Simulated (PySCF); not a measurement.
**Vanadium: a sound run and one with changed settings**

Sound run: V [Ar] 3d3 4s2, V⁺ [Ar] 3d4. All numbers are calculated (PySCF 2.14, the non-relativistic Hamiltonian (point nucleus), in pcseg-2). In the sound run the correlated levels freeze [Ar]. The sound run starts from symmetry-adapted Hartree-Fock orbitals and uses a fine grid where one is needed.

Changed run: initial guess atom, at most 50 SCF cycles.

| species | method | sound run (hartree) | changed run (hartree) | converged |
| --- | --- | --- | --- | --- |
| V | UHF | -942.87398 | -942.87398 | yes |
| V | PBE | -943.66301 | -943.67083 | yes |
| V | r2SCAN | -943.86272 | -943.86734 | yes |
| V | MP2 | -942.92818 | -942.92818 | yes |
| V⁺ | UHF | -942.65380 | -942.66493 | yes |
| V⁺ | PBE | -943.43839 | -943.44040 | yes |
| V⁺ | r2SCAN | -943.63902 | -943.63670 | yes |

The plain start fixes occupations by D2h representation alone, and V at PBE, V at r2SCAN, V⁺ at UHF, V⁺ at PBE, V⁺ at r2SCAN landed in another state (other ⟨L²⟩ or ⟨S²⟩).
